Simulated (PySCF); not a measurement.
**Telling isomers of C$_{5}$H$_{11}$FSi apart by NMR**

[PySCF: coordinates at the GFN2-xTB level; NMR shieldings at PBE0/pcSseg-1/GIAO; relativity neglected; equivalent nuclei averaged; no solvent; one conformer]

Shifts are taken against calculated references (same method and geometry level): 1H and 13C vs TMS. Splittings of carbon signals by F and P are missing where no couplings were computed. Where no couplings were computed, multiplicities follow the n + 1 count of equivalent neighbours, and m marks all less simple cases (inequivalent or close neighbours, rings, F or P nearby). Shifts are as computed. Against solution values, carbons near 30 ppm lie about +3 ppm off and those near 130 ppm about +5 ppm. Of 1309 compounds with measured shifts, 239 miss one by over three times the rms of a fit or turn the order of signals round; such compounds aren't used in these exercises.

(1) Tabulate the signals of `CCC1(F)C[SiH2]C1`, `CC/C=C\C[SiH2]F`, `CC[C@H]1C[Si@@H](F)C1` and their relative energies.

(2) What is the quickest way to tell CCC1(F)C[SiH2]C1 from CC/C=C\C[SiH2]F?

(3) What is the quickest way to tell CCC1(F)C[SiH2]C1 from CC[C@H]1C[Si@@H](F)C1?

(4) What is the quickest way to tell CC/C=C\C[SiH2]F from CC[C@H]1C[Si@@H](F)C1?

Answers

(1) 
```tsv
SMILES	carbon types	δC	δH	E rel. (kcal/mol)
CCC1(F)C[SiH2]C1	1×C 3×CH2 1×CH3	97.7, 38.7, 24.7, 9.0	4.50 (m, 1H), 4.18 (m, 1H), 2.07 (m, 2H), 1.68 (m, 2H), 1.64 (m, 2H), 1.10 (t, 3H)	39.5
CC/C=C\C[SiH2]F	2×CH 2×CH2 1×CH3	142.7, 123.3, 25.3, 19.8, 18.3	5.80 (m, 1H), 5.46 (m, 1H), 4.95 (m, 2H), 2.27 (m, 2H), 2.17 (m, 2H), 1.03 (t, 3H)	8.4
CC[C@H]1C[Si@@H](F)C1	1×CH 3×CH2 1×CH3	38.5, 31.5, 30.4, 14.6	5.63 (m, 1H), 1.94 (m, 2H), 1.69 (m, 1H), 1.45 (m, 2H), 1.44 (m, 2H), 0.98 (t, 3H)	0.0
```

Energies are electronic energies at PBE0/pcSseg-1 on these geometries, without zero-point or thermal terms, each for the one conformer computed, which needn't be the lowest.

(2) Count the carbon signals: 4 against 5. The first has a fully substituted sp3 carbon bonded to F (C) at 97.7 ppm, the second an alkene CH at 142.7 ppm. In the proton spectra the most deshielded non-exchanging signals are 4.50 (m, 1H) and 5.80 (m, 1H).

(3) Both give the same number of carbon signals, but DEPT or the intensities differ. The first has a fully substituted sp3 carbon bonded to F (C) at 97.7 ppm, the second an sp3 CH in a ring at 30.4 ppm. Their most deshielded carbons lie at 97.7 and 38.5 ppm. In the proton spectra the most deshielded non-exchanging signals are 4.50 (m, 1H) and 5.63 (m, 1H).

(4) Count the carbon signals: 5 against 4. The first has an alkene CH at 142.7 ppm, the second an sp3 CH in a ring at 30.4 ppm. Their most deshielded carbons lie at 142.7 and 38.5 ppm.
